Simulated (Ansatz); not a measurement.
`N[SiH]([SiH3])[SiH3]` + `O[Si](O)(F)O[SiH3]` → `O[Si](F)(O[SiH3])O[SiH3]` + `N[SiH2][SiH3]`  (cleavage of the Si–Si bond)

Gas-phase electronic energies from Ansatz, PBE0-D4/def2-TZVP geometries. CBS: MP2 limit from def2 TZ/QZ plus the TZ coupled-cluster correction, frozen cores. This one scheme is used for every species. DFT in def2-TZVPP. B3LYP here is the variant with VWN-RPA as its local correlation; programs differ in this. Each species was taken in one conformer, which may not be the lowest.

```
        level  ΔE (kJ/mol)
     B3LYP-D4       -101.5
MP2/CBS(def2)       -106.2
```

Question: What does CCSD(T)/CBS give? (An estimate is asked.)

Answer: Ansatz gave: -100.8 kJ/mol. The listed levels differ from it by -0.7, -5.4 kJ/mol.

Largest T1 diagnostic among the species: 0.013.

From PBE to PBE0 (25 % exact exchange), in def2-TZVPP and without D4, ΔE moves by −9.0 kJ/mol. In def2-TZVPP, CCSD(T) changes the Hartree–Fock value by +31.6 kJ/mol (the triples alone add +4.7 kJ/mol) and MP2 by +26.2 kJ/mol.
